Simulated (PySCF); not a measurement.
One of the candidates below gave these computed data.

All candidates are C9H7N3.

- NMR, other nuclei: isotropic shieldings of nuclei other than C and H, by class: -208 (1 N), -171 (1 N), -65 (1 N) ppm [GIAO PBE0/pcSseg-1]
- Dipole: 2.96 D [PBE0/pcSseg-1]
- 1H NMR: chemical shifts (computed TMS as zero) by class: 9.95 (1 H), 9.36 (1 H), 9.15 (2 H), 7.89 (2 H), 7.84 (1 H) ppm [GIAO PBE0/pcSseg-1]
- 13C NMR: chemical shifts (computed TMS as zero) by class: 161.7 (1 C), 161.5 (1 C), 148.6 (1 C), 138.2 (1 C), 137.2 (1 C), 134.9 (2 C), 131.3 (2 C) ppm [GIAO PBE0/pcSseg-1]
- Rotational structure: rotational constants A, B, C: 3.029, 0.583, 0.489 GHz [GFN2-xTB]

Electronic properties: PySCF, gas phase, density fitting. Levels stand in brackets. The structure is a single GFN2-xTB conformer in the gas phase; no vibrational or solvent corrections. GFN2-xTB frequencies show an imaginary mode (53i cm⁻¹), so this geometry is no minimum at that level. NMR values are class means; diastereotopic atoms form classes of their own.

Question: Which candidate is it?
A. `c1ccc(-c2ccnnn2)cc1`
B. `c1ccc(-c2cncnn2)cc1`
C. `Cn1nc(C#N)c2ccccc21`

Answer: B. It is `c1ccc(-c2cncnn2)cc1`. Numbering: `[cH:1]1[cH:2][cH:3][c:4](-[c:5]2[cH:6][n:7][cH:8][n:9][n:10]2)[cH:11][cH:12]1`. Its formula, C9H7N3, gives 8 degrees of unsaturation: 2 rings and 6 π bonds in the structure found (Kekulé form). 9 carbons fall into 7 classes; from least to most shielded: aromatic CH next to a ring nitrogen [C8] (161.7 ppm), substituted aromatic carbon [C5] (161.5 ppm), aromatic CH next to a ring nitrogen [C6] (148.6 ppm), aromatic CH carbon [C1] (138.2 ppm), substituted aromatic carbon [C4] (137.2 ppm), aromatic CH carbon [C2/C12] (134.9 ppm, 2 C), aromatic CH carbon [C3/C11] (131.3 ppm, 2 C, up to 5.0 ppm apart in this geometry). Hydrogen classes from least to most shielded: 1 H on an aromatic CH next to a ring nitrogen, C8 (9.95 ppm), 1 H on an aromatic CH next to a ring nitrogen, C6 (9.36 ppm), 2 H on the ortho carbons, C3/C11 (9.15 ppm, a mean of values up to 1.6 ppm apart in this geometry), 2 H on the meta carbons, C2/C12 (7.89 ppm), 1 H on the para carbon, C1 (7.84 ppm). The other shieldings belong to: -208 ppm, pyridine-type nitrogen [N10]; -171 ppm, pyridine-type nitrogen [N9]; -65 ppm, pyridine-type nitrogen [N7]. The optimised geometry has point group Cs and is an asymmetric top.

The others, at the same levels:
- `c1ccc(-c2ccnnn2)cc1` fails: its computed 13C shifts are 157.1 (1 C), 154.1 (1 C), 139.2 (1 C), 137.7 (1 C), 134.9 (2 C), 133.0 (2 C), 115.4 (1 C) ppm, 1H shifts are 9.27 (2 H), 9.23 (1 H), 7.93 (2 H), 7.90 (1 H), 7.76 (1 H) ppm and dipole moment is 5.36 D (against 2.96 D).
- `Cn1nc(C#N)c2ccccc21` fails: it has 9 carbon classes against 7; its computed 13C shifts are 144.2 (1 C), 135.1 (1 C), 131.9 (1 C), 128.2 (1 C), 126.6 (1 C), 121.7 (1 C), 118.9 (1 C), 113.4 (1 C), 37.7 (1 C) ppm, 1H shifts are 8.34 (1 H), 7.82 (1 H), 7.73 (1 H), 7.68 (1 H), 4.31 (3 H) ppm and rotational constant A is 1.384 GHz (against 3.029 GHz).

Each candidate is one conformer, not necessarily the lowest. Dipoles, sizes and rotational constants follow the conformer. The torsions of the flexible species, by atom-mapped SMILES:
- `[cH:1]1[cH:2][cH:3][c:4](-[c:5]2[cH:6][n:7][cH:8][n:9][n:10]2)[cH:11][cH:12]1`: C3–C4–C5–C6 180°
- `[cH:1]1[cH:2][cH:3][c:4](-[c:5]2[cH:6][cH:7][n:8][n:9][n:10]2)[cH:11][cH:12]1`: C3–C4–C5–C6 0°
